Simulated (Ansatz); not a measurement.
`[CH3][In]([F])[I]` → `[CH2]` (triplet) + `[F][InH][I]`  (formal loss of a carbene)

Computed with Ansatz on PBE0-D4/def2-TZVP structures; ΔE is electronic, products minus reactants. CBS: MP2 limit from def2 TZ/QZ plus the TZ coupled-cluster correction, frozen cores. This one scheme is used for every species. DFT in def2-TZVPP. Triplets are unrestricted, without spin–orbit coupling. Elements past krypton have def2 core potentials. For I, In outer-core shells are correlated without core-valence functions, which leaves a few kJ/mol of doubt a bond.

`[CH3][In]([F])[I]`:

Z-matrix (Å, degrees):
```
C
In 1 2.128
H 1 1.090 2 109.1
H 1 1.089 2 109.1 3 119.2
H 1 1.089 2 108.8 3 -120.4
F 2 1.952 1 118.6 3 120.2
I 2 2.642 1 131.1 3 -59.8
```

`[CH2]` (triplet):

Z-matrix (Å, degrees):
```
C
H 1 1.079
H 1 1.079 2 134.9
```

`[F][InH][I]`:

```xyz
4

F    -1.755    0.737   -0.162
In    0.112    0.221    0.004
I     0.353   -2.397    0.084
H     1.290    1.439    0.074
```

Question: Is it downhill or uphill in electronic energy at CCSD(T)/CBS, and by how much? (Best estimate.)

Answer: Ansatz gave: Uphill: ΔE = +4.92 eV.

Question: What do these levels give: r2SCAN0-D4, ωB97X-V, BLYP, PBE0, MP2/def2-SVP, CCSD(T)/def2-SVP, HF/def2-TZVPP, MP2/def2-TZVPP, SCS-MP2/def2-TZVPP, CCSD(T)/def2-TZVPP, MP2/def2-QZVPP, SCS-MP2/def2-QZVPP? (An estimate is asked.)

Answer: Ansatz gave: r2SCAN0-D4 4.58, ωB97X-V 4.94, BLYP 4.70, PBE0 4.78, MP2/def2-SVP 4.74, CCSD(T)/def2-SVP 4.61, HF/def2-TZVPP 3.27, MP2/def2-TZVPP 4.98, SCS-MP2/def2-TZVPP 4.95, CCSD(T)/def2-TZVPP 4.79, MP2/def2-QZVPP 5.06, SCS-MP2/def2-QZVPP 5.04 eV.

Largest T1 diagnostic among the species: 0.014.

From BLYP to BHLYP (50 % exact exchange), in def2-TZVPP and without D4, ΔE moves by −0.12 eV. In def2-TZVPP, CCSD(T) changes the Hartree–Fock value by +1.51 eV (the triples alone add +0.13 eV) and MP2 by +1.71 eV. At CCSD(T), def2-SVP lies −0.31 eV from the extrapolated value and def2-TZVPP −0.13 eV.
